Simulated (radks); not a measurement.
Values are calculated unless marked as measured or tabulated.
Neutral mercury inside a hard spherical wall (all orbitals vanish at R), configuration held at [Hg] and not refilled when levels cross. Level of theory: scalar-relativistic Kohn-Sham, LDA (Slater exchange, Perdew-Wang correlation), spin-polarised, spherical densities, finite nucleus; Fermi nuclear charge, rms radius 5.4648 fm (a radial shooting solver on a logarithmic mesh with Libxc functionals). Eigenvalues in eV for spin up, with the zero of energy where the potential of the charges vanishes at infinity; a dash marks a level that is unbound or too diffuse for the functional's potential to be trusted. A positive occupied level is held by the wall or, in an anion where self-interaction has pushed it up, behind a barrier. The pressure on the wall is -dE/dV.

R (bohr)  E (hartree)  kinetic (hartree)    e(4f)    e(5p)    e(5d)   e(6s)  e(6p, empty)  e(7s, empty)  pressure (GPa)
free      -19607.2572          21990.738  -96.340  -66.769  -10.074  -7.122        -1.185             -               0
15        -19607.2572          21990.738  -96.340  -66.769  -10.074  -7.122        -1.182         0.376        < 0.0001
12        -19607.2572          21990.738  -96.339  -66.768  -10.074  -7.122        -1.161         0.811        < 0.0001
10        -19607.2572          21990.739  -96.335  -66.764  -10.069  -7.118        -1.096         1.556         0.00187
4         -19606.9325          21992.583  -91.356  -62.103   -5.754  -1.481         9.118        39.309            76.0
3.5       -19606.5153          21994.584  -87.398  -58.612   -2.441   3.531        16.544        60.834             242
3         -19605.4491          21999.311  -79.867  -52.257    3.929  14.116        31.357        99.734             875
2.5       -19602.4091          22011.904  -64.795  -40.093   17.268  38.917        64.041        176.66            3810
2         -19592.1941          22051.370  -32.077  -13.300   49.522  105.99        145.95        349.02           21700
1.5       -19548.7087          22202.334   47.122   65.771   147.50  322.37        389.86        813.08          183000
